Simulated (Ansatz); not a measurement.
`N[Si](O)(F)Cl` + `[NH2][V](=[O])([Cl])[Cl]` → `N[Si](O)(Cl)Cl` + `[NH2][V](=[O])([F])[Cl]`  (redistribution)

Program: Ansatz. Geometries: PBE0-D4/def2-TZVP. ΔE: electronic, gas phase. CCSD(T)/CBS is the MP2 limit (def2-TZVPP, def2-QZVPP) plus CCSD(T) − MP2 in def2-TZVPP, frozen cores. This one scheme is used for every species. DFT in def2-TZVPP. For V outer-core shells are correlated without core-valence functions, which leaves a few kJ/mol of doubt a bond. Scalar relativity is left out up to krypton. One conformer a species, not always the lowest.

`N[Si](O)(F)Cl`:

```xyz
8

N    -1.008   -0.173   -0.654
Si    0.408   -0.229    0.261
O     0.619    1.123    1.131
F     0.454   -1.377    1.350
Cl    1.934   -0.597   -1.039
H    -1.110   -0.740   -1.479
H    -1.894    0.038   -0.224
H     0.597    1.955    0.654
```

`[NH2][V](=[O])([Cl])[Cl]`:

Z-matrix (Å, degrees):
```
V
O 1 1.543
Cl 1 2.156 2 111.0
N 1 1.794 2 104.3 3 118.2
Cl 1 2.156 2 110.9 3 -123.6
H 4 1.012 1 121.8 2 180.0
H 4 1.009 1 125.4 2 -0.0
```

`N[Si](O)(Cl)Cl`:

Cartesian coordinates in Å:
```
N 0.776 0.934 0.192
Si -0.108 -0.493 -0.024
O -1.530 -0.203 -0.755
Cl 0.771 -1.896 -1.213
Cl -0.335 -1.294 1.841
H 1.037 1.489 -0.608
H 1.466 0.986 0.924
H -2.077 0.477 -0.356
```

`[NH2][V](=[O])([F])[Cl]`:

Z-matrix (Å, degrees):
```
V
O 1 1.545
F 1 1.732 2 111.8
N 1 1.797 2 104.3 3 119.3
Cl 1 2.160 2 110.6 3 -123.0
H 4 1.009 1 125.4 2 2.6
H 4 1.012 1 121.8 2 -178.4
```

```json
{"level": "ωB97X-V", "ΔE (kJ/mol)": "41.5"}
{"level": "HF/def2-TZVPP", "ΔE (kJ/mol)": "56.1"}
```

(1) What does CCSD(T)/CBS give? (Estimate.)

Largest T1 diagnostic among the species: 0.032, so the coupled-cluster value is less sure than usual.

Results:

(1) The calculation gave: +58.4 kJ/mol. The listed levels differ from it by -16.9, -2.3 kJ/mol.

From PBE to PBE0 (25 % exact exchange), in def2-TZVPP and without D4, ΔE moves by +6.6 kJ/mol.
